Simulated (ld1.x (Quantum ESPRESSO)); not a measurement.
**Before and after: RRKJ potential for fluorine**

* Element: fluorine
* Generator: ld1.x (Quantum ESPRESSO) 7.5
* Type: norm-conserving RRKJ (Kleinman–Bylander form)
* Functional: PBE
* Relativity: scalar-relativistic
* Frozen core: [He]
* Valence charge: 7
* Reference configuration: 2s2 2p5
* Partial waves: 2s (bound): rc 0.60 bohr; 2p (bound): rc 1.80 bohr; 3d channel at 0.3 Ry: rc 1.85 bohr
* Local potential: all-electron potential smoothed inside 0.50 bohr (lloc = -1)
* Core correction: a·sin(br)/r model core, default radius (core density twice the valence density)
* rho0: 0.001

Change: wave 2p (bound): rc 1.80 bohr becomes 2p (bound): rc 1.68 bohr.

Cutoffs: the cutoffs (Ry, on a coarse ladder) from which the occupation-weighted sum of valence levels, in a spherical-Bessel basis at the reference potential, stays within 10 and 1 mRy of its value at 400 Ry; they do not see the model core or the augmentation charge, which bear on the density cutoff. Errors are all-electron minus pseudo energies relative to the spin-unpolarised reference configuration.

Q: How do hardness, ghosts and transferability respond?

A: Of the 7 tests that both files solve, the error grows in 0 and shrinks in 7 by more than 15 % and 0.3 meV (median size 236.1 → 192.9 meV); neither file shows a bound ghost. Less of the atom is replaced, so other configurations are described better.

| quantity | base | changed |
| --- | --- | --- |
| cutoff, loose | over 300 Ry | over 300 Ry |
| cutoff, tight | over 300 Ry | over 300 Ry |
| loose cutoff by channel (10 mRy a level) | s 300 Ry, p 35 Ry | s 300 Ry, p 40 Ry |
| bound ghosts | none | none |
| error for 2s2 2p4, meV [ΔE 19.39 eV] | +92 | +69 |
| error for 2s2 2p3, meV [ΔE 57.78 eV] | +772 | +607 |
| error for 2s2 2p2, meV [ΔE 118.41 eV] | +2919 | +2363 |
| error for 2s1 2p6, meV [ΔE 18.81 eV] | -27 | -13 |
| error for 2s2 2p4.5, meV [ΔE 7.54 eV] | +14 | +9.8 |
| error for 2s2 2p1, meV [ΔE 204.21 eV] | +7693 | +6378 |
| error for 2s1 2p5, meV [ΔE 38.49 eV] | -236 | -193 |
| s: phases at 2.01 bohr within 0.05 rad from the reference energy up to (Ry; the scan ends near 5) | to the end of the scan | to the end of the scan |
| p: phases at 2.01 bohr within 0.05 rad from the reference energy up to (Ry; the scan ends near 5) | 1.5 | 1.7 |
| d: phases at 2.01 bohr within 0.05 rad from the reference energy up to (Ry; the scan ends near 5) | 2.1 | 2.1 |
